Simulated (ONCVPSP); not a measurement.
## molybdenum (Mo), ONCV: configuration errors across variants

```json
{"Element": "molybdenum (Mo)", "Generator": "ONCVPSP 4.0.1", "Type": "optimised norm-conserving Vanderbilt (ONCV)", "Functional": "LDA (Perdew-Zunger)", "Relativity": "scalar-relativistic", "Frozen core": "[Ar] 3d10", "Valence charge": "14", "Reference configuration": "4s2 4p6 4d5 5s0.75 (charge +0.25)", "Partial waves": "4s+5s: rc 1.80 bohr, ncon 4, nbas 7, qcut 6.2 1/bohr, 2 projectors; 4p: rc 1.20 bohr, ncon 4, nbas 7, qcut 8 1/bohr, 3 projectors, debl 2.6 Ha; 4d: rc 1.80 bohr, ncon 4, nbas 8, qcut 6.1 1/bohr, 2 projectors, debl 2 Ha", "Local potential": "polynomial inside 1.10 bohr (lpopt 5, dvloc0 6 Ha)", "Core correction": "none"}
```

All-electron excitation energies from the reference (eV): (1) 4s2 4p6 4d5 5s1 -1.255; (2) 4s2 4p6 4d5 5s0 5.931; (3) 4s2 4p6 4d4 5s0 21.634; (4) 4s2 4p6 4d3 5s0 48.595.

1 further variants failed, have other tests or too few solved ones, and are left out.

A true bound ghost makes a file unfit for plane-wave use even where its test errors are small: the radial tests pick states by their node count and pass the ghost by.

Errors AE − PS in meV (a dash: test not solved or not reliable):

```tsv
change	(1)	(2)	(3)	(4)	bound ghosts	GHOST(+) flags above zero
base	+0.3	-1.2	-1.0	+6.4	p	s
s: nbas 8	+0.3	-1.2	-1.0	+6.4	p	s
d: qcut 8.8	+0.2	-1.3	-1.0	+1.6	p	s
```

Problem. Give the same row for: d: rc 1.62.

Solution. +0.2, -1.3, -3.3, -2.3; bound ghosts: p; GHOST(+) flags above zero: s, d.
